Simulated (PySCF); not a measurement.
Cl2Sr (SMILES [Cl][Sr][Cl]), singlet, geometry from GFN2-xTB (such geometries of metal compounds can be far from the true shape) (all electrons, no relativity).

Here is a job for PySCF.
```python
from pyscf import gto, scf, dft

mol = gto.M(
    atom='''
Sr    0.291224   -0.610948    0.120886
Cl    1.080314    1.073658   -1.546550
Cl   -1.731286    0.291991    1.276334
''',
    basis='sto-3g',
    charge=0,
    spin=0,
    verbose=3,
)

mf = dft.RKS(mol)
mf.xc = 'r2scan'
mf.kernel()
```

Task: What does this run give for the total energy, Mulliken (on the basis functions themselves) charges in atom order, HOMO-LUMO gap, nuclear repulsion energy, number of basis functions?

Result: 
```json
{
  "total_energy": "-4011.1755 Eh",
  "Mulliken (on the basis functions themselves) charges in atom order": "Sr1 1.22, Cl2 -0.61, Cl3 -0.61",
  "HOMO-LUMO gap": "3.54 eV",
  "nuclear_repulsion_energy": "311.3447 Eh",
  "number_of_basis_functions": "40"
}
```
